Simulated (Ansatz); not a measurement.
Reaction (ligand exchange at a B–C bond): `BC(F)F` + `N=CF` → `BN=CF` + `FCF`

Program: Ansatz. Geometries: PBE0-D4/def2-TZVP. ΔE: electronic, gas phase. CBS: MP2 limit from def2 TZ/QZ plus the TZ coupled-cluster correction, frozen cores. This one scheme is used for every species. Functionals use def2-TZVPP. B3LYP here is the variant with VWN-RPA as its local correlation; programs differ in this. HSE06 is defined as in plane-wave codes. Each species was taken in one conformer, which may not be the lowest.

```json
{"level": "PBE-D4", "ΔE (kJ/mol)": "-148.1", "difference from CCSD(T)/CBS": "-15.1"}
{"level": "revPBE-D4", "ΔE (kJ/mol)": "-143.7", "difference from CCSD(T)/CBS": "-10.7"}
{"level": "BLYP-D4", "ΔE (kJ/mol)": "-148.4", "difference from CCSD(T)/CBS": "-15.4"}
{"level": "r2SCAN-D4", "ΔE (kJ/mol)": "-144.7", "difference from CCSD(T)/CBS": "-11.7"}
{"level": "r2SCAN0-D4", "ΔE (kJ/mol)": "-141.2", "difference from CCSD(T)/CBS": "-8.2"}
{"level": "HSE06-D4", "ΔE (kJ/mol)": "-142.5", "difference from CCSD(T)/CBS": "-9.5"}
{"level": "BHLYP-D4", "ΔE (kJ/mol)": "-138.2", "difference from CCSD(T)/CBS": "-5.2"}
{"level": "ωB97X-V", "ΔE (kJ/mol)": "-131.0", "difference from CCSD(T)/CBS": "2.0"}
{"level": "r2SCAN", "ΔE (kJ/mol)": "-144.6", "difference from CCSD(T)/CBS": "-11.6"}
{"level": "B3LYP", "ΔE (kJ/mol)": "-144.8", "difference from CCSD(T)/CBS": "-11.8"}
{"level": "r2SCAN0", "ΔE (kJ/mol)": "-141.1", "difference from CCSD(T)/CBS": "-8.1"}
{"level": "RPA@PBE/def2-TZVPP", "ΔE (kJ/mol)": "-127.5", "difference from CCSD(T)/CBS": "5.5"}
{"level": "MP2/def2-SVP", "ΔE (kJ/mol)": "-150.5", "difference from CCSD(T)/CBS": "-17.5"}
{"level": "HF/def2-TZVPP", "ΔE (kJ/mol)": "-124.7", "difference from CCSD(T)/CBS": "8.3"}
{"level": "HF/def2-QZVPP", "ΔE (kJ/mol)": "-124.8", "difference from CCSD(T)/CBS": "8.2"}
{"level": "CCSD/CBS(def2)", "ΔE (kJ/mol)": "-130.2", "difference from CCSD(T)/CBS": "2.8"}
{"level": "CCSD(T)/CBS", "ΔE (kJ/mol)": "-133.0", "difference from CCSD(T)/CBS": "0"}
```

(1) What do rigid-rotor, harmonic-oscillator terms from PBE0-D4/def2-TZVP frequencies (298.15 K, 1 bar) make of the CCSD(T)/CBS value? (Best estimate.)

Largest T1 diagnostic among the species: 0.015.

## Answers

(1) The calculation gave: ΔZPE = +5.6 kJ/mol, ΔH = -127.7 kJ/mol, ΔS = -4 J/(mol·K), ΔG = -126.4 kJ/mol.

From BLYP to BHLYP (50 % exact exchange), in def2-TZVPP and without D4, ΔE moves by +10.7 kJ/mol. At CCSD(T), def2-SVP lies −12.9 kJ/mol from the extrapolated value and def2-TZVPP −1.0 kJ/mol. In def2-TZVPP, CCSD(T) changes the Hartree–Fock value by −9.3 kJ/mol (the triples alone add −2.8 kJ/mol) and MP2 by −15.2 kJ/mol.
